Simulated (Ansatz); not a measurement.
C2H6OSi can be A, `O/C=C/[SiH3]`, or B, `O=CC[SiH3]`.

Program: Ansatz. Geometries: PBE0-D4/def2-TZVP. ΔE: electronic, gas phase. CCSD(T)/CBS is the MP2 limit (def2-TZVPP, def2-QZVPP) plus CCSD(T) − MP2 in def2-TZVPP, frozen cores. Functionals use def2-TZVPP. One conformer a species, not always the lowest.

Problem. Which isomer does CCSD(T)/CBS put lower? Give the gap. (Best estimate.)

Solution. The calculation gave: B, by 5.0 kcal/mol.

Problem. Give E(B) − E(A) in kcal/mol with ωB97M-V, LDA (SPW92), BLYP-D4, B2PLYP, CCSD(T)/def2-SVP, MP2/def2-TZVPP, CCSD/def2-TZVPP. (Estimate.)

Solution. The calculation gave: ωB97M-V -5.7, LDA (SPW92) -2.3, BLYP-D4 -5.5, B2PLYP -5.6, CCSD(T)/def2-SVP -10.1, MP2/def2-TZVPP -5.8, CCSD/def2-TZVPP -6.2. None reverses the order clearly.

Problem. Does the order hold for the free energy at 298.15 K (harmonic terms from PBE0-D4)? (An estimate is asked.)

Solution. Computed: Yes: G(B) − G(A) = -6.6 kcal/mol, for one conformer each.

Largest T1 diagnostic: 0.014.

In def2-TZVPP, CCSD(T) changes the Hartree–Fock value by +1.0 kcal/mol (the triples alone add +0.2 kcal/mol) and MP2 by +1.2 kcal/mol. At CCSD(T), def2-SVP lies −5.0 kcal/mol from the extrapolated value and def2-TZVPP −1.0 kcal/mol.
